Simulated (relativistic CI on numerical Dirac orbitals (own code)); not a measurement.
## Zn⁺: what numerical and physical settings do to a radial Dirac CI calculation

Reference input:

```
atom Zn  Z=30  charge=1  electrons=29
nucleus A=64  rms_radius_fm=3.9283
hamiltonian dirac-coulomb  breit=on  qed=on  c_scale=1
orbitals kli  potential=per-configuration
slater_scale 1
correlation none
mixing on
grid step=0.0125 r_max=74.5
scf mixing=0.4 start=green max_iterations=150 tolerance=2e-08 node_fill=0.05
configurations
  [Ar] 3d10 4s
  [Ar] 3d10 4p
end
```

Computed lowest total energy -1793.03884 Ha, first excitation 44623.2 cm⁻¹, 26 SCF steps. Runs with settings changed; * marks those that are bad on purpose:

```
                                                            Changed        Outcome  Lowest level    ΔE (Ha)  First excitation (cm⁻¹)  SCF steps                  Message
                                           start potential previous      converged     4s 2S_1/2  -2.22e-10                  44623.2         21                         
                                  iteration limit 30, QED terms off      converged     4s 2S_1/2     -0.511                  44679.9         26                         
grid step 0.02, SCF tolerance 0.0001, end of the grid at 52.15 bohr      converged     4s 2S_1/2   7.42e-05                  44623.5         18                         
              Breit term off, SCF tolerance 0.0001, grid step 0.008      converged     4s 2S_1/2     -0.761                  44632.9         18                         
                                     end of the grid at 5.96 bohr *  not converged                                                           13  orbital 3d3/2 not found
                                         nuclear radius 392.83 fm *      converged     4s 2S_1/2       46.7                  40855.9         26
```

With so few configurations and no correlation, terms lie too far apart (by 10 to 50 % near neutrality), their order can be wrong, and levels of other configurations are missing.
